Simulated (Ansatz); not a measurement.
Geometry optimisation of C2H7FSSi (`FCSC[SiH3]`).

```yaml
crystal:
  periodic: [false, false, false]
  atoms:
    - {symbol: F, position_ang: [-2.238308, 0.456731, 1.391830]}
    - {symbol: C, position_ang: [-0.993894, 1.056848, 1.330487]}
    - {symbol: S, position_ang: [0.362277, -0.110884, 1.589003]}
    - {symbol: C, position_ang: [0.182101, -1.100307, 0.047144]}
    - {symbol: Si, position_ang: [1.027932, -0.261445, -1.436038]}
    - {symbol: H, position_ang: [-0.894204, 1.552580, 0.340050]}
    - {symbol: H, position_ang: [-0.897062, 1.813262, 2.139281]}
    - {symbol: H, position_ang: [0.654416, -2.082356, 0.253332]}
    - {symbol: H, position_ang: [-0.897739, -1.295178, -0.114953]}
    - {symbol: H, position_ang: [0.473019, 1.124761, -1.624415]}
    - {symbol: H, position_ang: [2.504902, -0.165854, -1.178187]}
    - {symbol: H, position_ang: [0.793560, -1.043457, -2.703533]}
basis:
  gaussian: {orbitals: def2-TZVP}
hamiltonian: {xc: pbe0, dispersion: d4}
relax: {f_tol: 0.005, max_steps: 150}
```

```sh
$ ansatz run in.yaml --threads 4 --pin off --events-out ev --progress --plain --max-ram 10444MiB
```

Shortened log:

```
Functional definition: PBE0
mean field -23607.90359950 eV, -867.5744552697 hartree, gradient 1.5e-5 eV, S^2 0.000000; 0 other end points of the search recorded, 0 dependent functions left out
relax step   1: F+E_penalty+E_count = -23608.13512414 eV  Δ(F+E_penalty+E_count) = +0.000e0 eV  max|allowed force component| = 5.570e-1 eV/Å  Δτ_max = 0.0000 Å  (28 SCF iters, accepted)
mean field -23607.95173765 eV, -867.5762243143 hartree, gradient 1.7e-5 eV, S^2 0.000000; 0 other end points of the search recorded, 0 dependent functions left out
relax step   2: F+E_penalty+E_count = -23608.18425237 eV  Δ(F+E_penalty+E_count) = -4.913e-2 eV  max|allowed force component| = 2.886e-1 eV/Å  Δτ_max = 0.0296 Å  (31 SCF iters, accepted)
mean field -23607.95874570 eV, -867.5764818552 hartree, gradient 1.6e-5 eV, S^2 0.000000; 0 other end points of the search recorded, 0 dependent functions left out
relax step   3: F+E_penalty+E_count = -23608.19221482 eV  Δ(F+E_penalty+E_count) = -7.962e-3 eV  max|allowed force component| = 1.173e-1 eV/Å  Δτ_max = 0.0313 Å  (31 SCF iters, accepted)
mean field -23607.95960413 eV, -867.5765134020 hartree, gradient 1.6e-5 eV, S^2 0.000000; 0 other end points of the search recorded, 0 dependent functions left out
relax step   4: F+E_penalty+E_count = -23608.19288221 eV  Δ(F+E_penalty+E_count) = -6.674e-4 eV  max|allowed force component| = 5.017e-2 eV/Å  Δτ_max = 0.0160 Å  (31 SCF iters, accepted)
mean field -23607.95978492 eV, -867.5765200459 hartree, gradient 1.6e-5 eV, S^2 0.000000; 0 other end points of the search recorded, 0 dependent functions left out
relax step   5: F+E_penalty+E_count = -23608.19303422 eV  Δ(F+E_penalty+E_count) = -1.520e-4 eV  max|allowed force component| = 3.475e-2 eV/Å  Δτ_max = 0.0211 Å  (31 SCF iters, accepted)
mean field -23607.95984727 eV, -867.5765223372 hartree, gradient 1.7e-5 eV, S^2 0.000000; 0 other end points of the search recorded, 0 dependent functions left out
relax step   6: F+E_penalty+E_count = -23608.19313459 eV  Δ(F+E_penalty+E_count) = -1.004e-4 eV  max|allowed force component| = 1.165e-2 eV/Å  Δτ_max = 0.0076 Å  (31 SCF iters, accepted)
mean field -23607.95983826 eV, -867.5765220060 hartree, gradient 1.7e-5 eV, S^2 0.000000; 0 other end points of the search recorded, 0 dependent functions left out
relax step   7: F+E_penalty+E_count = -23608.19315393 eV  Δ(F+E_penalty+E_count) = -1.935e-5 eV  max|allowed force component| = 1.984e-3 eV/Å  Δτ_max = 0.0025 Å  (33 SCF iters, accepted)
mean field -23607.95983826 eV, -867.5765220060 hartree, gradient 4.5e-5 eV, S^2 0.000000; 1 other end points of the search recorded, 0 dependent functions left out
Total energy: -23608.19318598 eV, -867.5850973767 hartree
Atom 0 at    -2.232796     0.510890     1.420815 Å, force     0.001228    -0.001265    -0.000871 eV/Å
Atom 1 at    -0.968467     1.054734     1.310199 Å, force     0.000821     0.000071     0.001487 eV/Å
Atom 2 at     0.319120    -0.143492     1.568724 Å, force    -0.001867     0.000120    -0.000031 eV/Å
Atom 3 at     0.175115    -1.107316     0.039688 Å, force    -0.000537     0.001590    -0.000288 eV/Å
Atom 4 at     1.009562    -0.249178    -1.411447 Å, force     0.001984    -0.001574     0.000516 eV/Å
Atom 5 at    -0.890798     1.507406     0.319518 Å, force    -0.000291     0.000368    -0.000916 eV/Å
Atom 6 at    -0.846604     1.815073     2.084744 Å, force     0.000417     0.000327     0.000064 eV/Å
Atom 7 at     0.677965    -2.056857     0.239970 Å, force     0.000736     0.000027     0.000132 eV/Å
Atom 8 at    -0.876140    -1.342049    -0.138202 Å, force    -0.001634    -0.000243    -0.000062 eV/Å
Atom 9 at     0.450814     1.116578    -1.591110 Å, force    -0.000683     0.000045     0.000840 eV/Å
Atom 10 at     2.464895    -0.145216    -1.139382 Å, force     0.000268     0.000571    -0.000804 eV/Å
Atom 11 at     0.794335    -1.015873    -2.669516 Å, force    -0.000443    -0.000038    -0.000067 eV/Å
Dipole moment:     0.120402     0.029661    -0.181724 e Å
```

Hardware: 4 threads of an Arm Neoverse V1 on a shared host. Wall time 31 s, peak host memory 0.59 GiB.
